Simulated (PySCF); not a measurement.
PbCl, SMILES [Pb+][Cl] (connectivity only; charge and spin as stated), charge +1, multiplicity 1. The structure is a stationary point at PBE-D3(BJ)/def2-TZVP. The multiplicity is an assumed one; other spin states were not compared. The def2 effective core potentials stand for the cores of Pb; spin–orbit coupling is left out.

Computed with PBE-D3(BJ)/def2-TZVP in PySCF.

Harmonic wavenumbers (cm⁻¹): 369. Rotational constants (GHz): 2.964 (linear); symmetry number 1.

Question: Work out the zero-point energy and the ideal-gas rigid-rotor harmonic-oscillator thermochemistry at 298.15 K and 1 atm.

Answer: ZPE = ½ Σ hcν = ½ × 369 cm⁻¹ = 0.53 kcal/mol. H − E(el) = 2.82 kcal/mol. Entropy in cal/(mol K): translation 42.36, rotation 17.19, vibration 1.08, total 60.63. G − E(el) = -15.26 kcal/mol. Cp = 8.49 cal/(mol K).
